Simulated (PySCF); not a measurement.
3-methylidenefuran (C₅H₆O), SMILES C=C1C=COC1.

Geometry optimised at B3LYP-D3(BJ)/def2-SVP. The values are those of a single conformer.

Two levels are set side by side: TDA-PBE/def2-SVPD (PySCF) and TDA-M06-2X/def2-SVPD (PySCF). Vertical, same geometry. The lowest singlet is HOMO→LUMO 86 % with PBE and HOMO→LUMO 93 % with the other functional; states are paired by order. Differences are taken from unrounded values.

| quantity | TDA-M06-2X |
|---|---|
| lowest singlet excitation (eV) | 5.37 |
| lowest triplet excitation (TDA) (eV) | 3.14 |
| first bright state (f over 0.05) (eV) | 5.37 |
| its oscillator strength | 0.51 |

Task: What does TDA-PBE give, and how far is it from TDA-M06-2X? (An estimate is asked for; the answer gives what the named calculation found.)

Result: 
```tsv
quantity	TDA-PBE	TDA-PBE minus TDA-M06-2X
lowest singlet excitation (eV)	4.97	-0.40
lowest triplet excitation (TDA) (eV)	2.81	-0.33
first bright state (f over 0.05) (eV)	4.97	-0.40
its oscillator strength	0.41	-0.10
```

Functionals without exact exchange tend to place singlet excitations lower, as here. Differences between two approximate levels are no errors against the true value.

Rough cost on one machine, each run with all the roots and properties that it gave: TDA-M06-2X against TDA-PBE about 7 times.
